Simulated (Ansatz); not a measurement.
`B[SiH](F)BCl` → `BBCl` + `F[SiH]` at 298.15 K and 1 bar (silylene formation by 1,1-elimination).

Gas-phase electronic energies from Ansatz, PBE0-D4/def2-TZVP geometries. CCSD(T)/CBS is the MP2 limit (def2-TZVPP, def2-QZVPP) plus CCSD(T) − MP2 in def2-TZVPP, frozen cores. This one scheme is used for every species. Each species was taken in one conformer, which may not be the lowest.

```json
{"species": "`B[SiH](F)BCl`", "CCSD(T)/CBS energy (Eh)": "-900.68555", "H − E (kJ/mol)": "141.4", "S (J/(mol·K))": "363.8"}
{"species": "`BBCl`", "CCSD(T)/CBS energy (Eh)": "-511.15624", "H − E (kJ/mol)": "100.6", "S (J/(mol·K))": "279.9"}
{"species": "`F[SiH]`", "CCSD(T)/CBS energy (Eh)": "-389.46371", "H − E (kJ/mol)": "32.3", "S (J/(mol·K))": "239.1"}
```

H − E and S are ideal-gas, rigid-rotor, harmonic terms from PBE0-D4/def2-TZVP, for one conformer and one mirror image of each species. 1 Eh = 2625.50 kJ/mol, R = 8.31446 J/(mol·K).

Problem. By hand: ΔE, ΔH, ΔS and ΔG.

Solution. ΔE = (-511.15624) + (-389.46371) − (-900.68555) = 0.06560 Eh = 172.2 kJ/mol. Δ(H − E) = 100.6 + 32.3 − 141.4 = -8.5, so ΔH = 163.7 kJ/mol. ΔS = 279.9 + 239.1 − 363.8 = 155.2 J/(mol·K). ΔG = 163.7 − 298.15 × (155.2)/1000 = 117.4 kJ/mol.

Problem. By hand: the equilibrium constant, and the temperature at which ΔG would vanish if ΔH and ΔS stayed fixed.

Solution. log₁₀ K = −ΔG/(RT ln 10) = -20.6. ΔG = 0 at ΔH/ΔS = 1055 K.

The number of gas molecules changes by +1, which sets the sign of ΔS. A doubt of 5 kJ/mol in ΔE shifts log₁₀ K by 0.9 here. Other conformers and mirror images would add mixing entropy, several J/(mol·K) or more a flexible species. These are equilibria of isolated gas molecules and say nothing of rates. Largest T1 diagnostic: 0.015 (customary marks: 0.02 for closed shells, 0.045 for open ones).
